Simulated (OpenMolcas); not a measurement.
**Sm3+ in Cs2NaYF6**

Sm3+ with its 6 nearest fluoride ions at 2.236 Å, on the Y site of Cs2NaYF6 (a = 9.075 Å, distance in the model lattice 2.178 Å). The rest of the host is ab initio model potentials to 7.6 Å, with orthogonalisation functions on the cations behind the ligands, and point charges beyond; the distance is set by hand and nothing relaxes. Ligand basis ANO-RCC-VDZP.

| Property | Result |
| --- | --- |
| Program | OpenMolcas 26.06 |
| Method | CASSCF |
| Basis | ANO-RCC-VDZP [7s6p4d2f1g] |
| Scalar Hamiltonian | DKH2, point nucleus |
| Active space | 5 electrons in 7 orbitals (4f) |
| State averaging | 2S+1 = 6 odd, 21 roots; 2S+1 = 4 odd, 128 roots kept (CI in the orbitals of an earlier block, 108 in the spin-orbit step); 2S+1 = 2 odd, 130 roots kept (CI in the orbitals of an earlier block, 41 in the spin-orbit step) |
| Spin-orbit coupling | RASSI with atomic mean-field integrals over the reference wave functions |

The lowest spin-free states (labels of O, the rotations of Oh), above the lowest:

```csv
State,Degeneracy,E (cm-1),Free-ion L (%)
6T1,3,0.0,H (99)
6E,2,255.8,H (100)
6T2,3,481.1,H (100)
6T1,3,971.1,H (100)
2S+1 = 6,4,7061,F (100)
6T1,3,7303,F (99)
2S+1 = 4,4,22178,I (89)
4T2,3,22199,I (75)
4A2,1,22338,F (48)
4T2,3,22519,M (86)
4T1,3,22547,M (95)
4A2,1,22557,M (63)
4T2,3,22760,I (54)
4E,2,22811,M (95)
4T1,3,22839,M (93)
4E,2,22897,I (92)
4A1,1,22935,M (94)
4A2,1,23004,I (75)
4T1,3,23005,F (82)
4T2,3,23057,I (53)
```

The lowest levels with spin-orbit coupling:

```json
{"E (cm-1)": "0.0", "Degeneracy": "2", "Label": "Γ7", "2S+1": "6", "J": "2.53", "|mJ| (%)": "3/2 (82)", "g": "0.15 0.15 0.15"}
{"E (cm-1)": "223.0", "Degeneracy": "4", "Label": "Γ8", "2S+1": "6", "J": "2.58", "|mJ| (%)": "1/2 (48)", "g": ""}
{"E (cm-1)": "1105", "Degeneracy": "2", "Label": "Γ6", "2S+1": "6", "J": "3.51", "|mJ| (%)": "1/2 (58)", "g": "2.29 2.29 2.29"}
{"E (cm-1)": "1327", "Degeneracy": "2", "Label": "Γ7", "2S+1": "6", "J": "3.49", "|mJ| (%)": "5/2 (73)", "g": "1.83 1.83 1.83"}
{"E (cm-1)": "1341", "Degeneracy": "4", "Label": "Γ8", "2S+1": "6", "J": "3.51", "|mJ| (%)": "3/2 (36)", "g": ""}
{"E (cm-1)": "2400", "Degeneracy": "2", "Label": "Γ6", "2S+1": "6", "J": "4.48", "|mJ| (%)": "1/2 (58)", "g": "4.22 4.22 4.22"}
{"E (cm-1)": "2555", "Degeneracy": "4", "Label": "Γ8", "2S+1": "6", "J": "4.51", "|mJ| (%)": "3/2 (44)", "g": ""}
{"E (cm-1)": "2631", "Degeneracy": "4", "Label": "Γ8", "2S+1": "6", "J": "4.50", "|mJ| (%)": "5/2 (44)", "g": ""}
{"E (cm-1)": "3945", "Degeneracy": "4", "Label": "Γ8", "2S+1": "6", "J": "5.46", "|mJ| (%)": "1/2 (33)", "g": ""}
{"E (cm-1)": "3975", "Degeneracy": "2", "Label": "Γ7", "2S+1": "6", "J": "5.54", "|mJ| (%)": "3/2 (45)", "g": "4.45 4.45 4.45"}
{"E (cm-1)": "3999", "Degeneracy": "4", "Label": "Γ8", "2S+1": "6", "J": "5.50", "|mJ| (%)": "5/2 (37)", "g": ""}
{"E (cm-1)": "4014", "Degeneracy": "2", "Label": "Γ6", "2S+1": "6", "J": "5.49", "|mJ| (%)": "7/2 (72)", "g": "4.12 4.12 4.12"}
{"E (cm-1)": "5416", "Degeneracy": "4", "Label": "Γ8", "2S+1": "6", "J": "6.49", "|mJ| (%)": "7/2 (36)", "g": ""}
{"E (cm-1)": "5432", "Degeneracy": "2", "Label": "Γ6", "2S+1": "6", "J": "6.49", "|mJ| (%)": "9/2 (68)", "g": "6.10 6.10 6.10"}
{"E (cm-1)": "5456", "Degeneracy": "2", "Label": "Γ7", "2S+1": "6", "J": "6.48", "|mJ| (%)": "5/2 (60)", "g": "1.18 1.18 1.18"}
{"E (cm-1)": "5596", "Degeneracy": "2", "Label": "Γ7", "2S+1": "6", "J": "6.46", "|mJ| (%)": "3/2 (58)", "g": "0.27 0.27 0.27"}
{"E (cm-1)": "5631", "Degeneracy": "4", "Label": "Γ8", "2S+1": "6", "J": "6.47", "|mJ| (%)": "1/2 (42)", "g": ""}
{"E (cm-1)": "6794", "Degeneracy": "4", "Label": "Γ8", "2S+1": "6", "J": "7.45", "|mJ| (%)": "9/2 (40)", "g": ""}
{"E (cm-1)": "6935", "Degeneracy": "4", "Label": "Γ8", "2S+1": "6", "J": "7.45", "|mJ| (%)": "7/2 (39)", "g": ""}
{"E (cm-1)": "7280", "Degeneracy": "2", "Label": "Γ7", "2S+1": "6", "J": "7.43", "|mJ| (%)": "13/2 (39)", "g": "7.51 7.51 7.51"}
```

Powder χT (cm3 K/mol): 0.00397 at 2 K, 0.0113 at 10 K, 0.0484 at 50 K, 0.102 at 100 K, 0.209 at 200 K, 0.304 at 300 K. The effective moment at 300 K is 2.828 √(χT) = 1.56 μB.

Hund's rules give f5 the level 6H5/2 with g = 0.286, so an isolated free-ion multiplet has χT = g² J(J+1) / 8 = 0.089 cm3 K/mol. The computed 0.304 at 300 K differs by +240 %, through the field's splitting, the mixing of terms and any other multiplet in reach.

Stevens parameters of the J = 5/2 multiplet, which is 223 cm-1 wide (cm-1, z along the main axis): B40 = 6.077e-01, B44 = 3.177e+00.

Metal share of the active 4f orbitals (Löwdin): 99, 99, 99, 100, 100, 100, 100 %; Mulliken charge of the metal 2.55.

High states are left out of the spin-orbit mixing, which shifts the levels that they would mix with. Without dynamic correlation the ligand-field splitting of an f shell can come out too small, at times by half. A group larger than the point group allows holds several states that coincide in this model. The first state left out of the spin-orbit step lies near 38000 cm-1 above the lowest spin-free state of the reference (among the parities and spins computed), and the lists stop at four fifths of that energy or lower. No measured value stands beside these numbers; the geometry was set by hand and not optimised.

The RASSCF and RASSI steps took 110 s on 1 thread of Arm Neoverse V2, on a shared host; the integral step is not counted.
